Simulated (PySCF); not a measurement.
## Two probes of the same atoms: core binding energy and nuclear shielding

Species: C4H7NSi.
Geometry (GFN2-xTB, Å), atoms numbered from 1 in this order:
```
atom  x, y, z in Å
C1     2.538   -1.008   -0.431
C2     1.768   -0.085   -0.474
Si3    0.560    1.315   -0.521
C4    -0.770    1.055    0.832
N5    -1.533    0.081    1.055
C6    -1.508   -1.097    0.254
H7     3.216   -1.812   -0.399
H8     1.261    2.561   -0.199
H9    -0.057    1.364   -1.852
H10   -0.906    1.884    1.525
H11   -1.297   -1.943    0.910
H12   -0.770   -1.072   -0.559
H13   -2.507   -1.242   -0.159
```

Binding energies: delta-SCF UKS SCAN, pcX-2 on the ionised atom, pcseg-1 elsewhere, spin-free X2C (PySCF 2.14.0). Shieldings: GIAO PBE0/pcSseg-1, non-relativistic, same geometry.

```csv
atom,isotropic shielding (ppm)
C1,79.5
C2,102.5
C4,18.5
C6,133.2
```

Q: What are the C 1s binding energies of these atoms?

A: 
| atom | environment | C 1s (eV) | isotropic shielding (ppm) |
| --- | --- | --- | --- |
| C2 | alkyne carbon | 290.23 | 102.5 |
| C1 | terminal alkyne carbon | 290.30 | 79.5 |
| C4 | C=N carbon | 291.03 | 18.5 |
| C6 | N-methyl carbon | 291.33 | 133.2 |

Q: Among the listed atoms, is the one with the highest binding energy also the least shielded?

A: No. The highest binding energy is at C6 (291.33 eV, shielding 133.2 ppm), the lowest shielding at C4 (18.5 ppm, 291.03 eV).

By binding energy: C2 < C1 < C4 < C6. By shielding: C4 < C1 < C2 < C6.

Spin contamination (⟨S²⟩ against 0.75 for a pure doublet) is marked for C 1s of C2 (0.86), which makes this value less certain. Geometry: GFN2-xTB, one conformer, isolated molecule.
